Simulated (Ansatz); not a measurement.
Start from `BC(=C)[NH][GeH3]` and change one atom or group to get `BC(=C)CC`.

Ansatz, PBE0-D4/def2-TZVP geometries, multiplicity 1. Each molecule was computed in one conformer, which needn't be the lowest.

Scalar relativity is left out up to krypton.

```json
{"property": "HOMO energy (ωB97M-V/def2-TZVPP) / eV", "`BC(=C)[NH][GeH3]`": "-8.35"}
{"property": "HOMO–LUMO gap (B3LYP/def2-TZVPP) / eV", "`BC(=C)[NH][GeH3]`": "3.92"}
{"property": "size of the dipole moment (ωB97M-V/def2-TZVPP) / D", "`BC(=C)[NH][GeH3]`": "1.37"}
{"property": "size of the dipole moment (PBE/def2-TZVPP) / D", "`BC(=C)[NH][GeH3]`": "1.60"}
{"property": "HOMO energy (PBE0/def2-TZVPP) / eV", "`BC(=C)[NH][GeH3]`": "-6.22"}
{"property": "HOMO energy (B3LYP/def2-TZVPP) / eV", "`BC(=C)[NH][GeH3]`": "-6.02"}
```

Q: What does the change do to each property? (An estimate is asked.)

A: Ansatz gave: 
```csv
property,`BC(=C)CC`,shift
HOMO energy (ωB97M-V/def2-TZVPP) / eV,-10.13,-1.78
HOMO–LUMO gap (B3LYP/def2-TZVPP) / eV,5.57,1.65
size of the dipole moment (ωB97M-V/def2-TZVPP) / D,1.14,-0.23
size of the dipole moment (PBE/def2-TZVPP) / D,1.27,-0.33
HOMO energy (PBE0/def2-TZVPP) / eV,-7.93,-1.71
HOMO energy (B3LYP/def2-TZVPP) / eV,-7.71,-1.69
```

Dipoles are sizes alone; their direction can turn.

B3LYP here is the variant with VWN-RPA as its local correlation; programs differ in this.
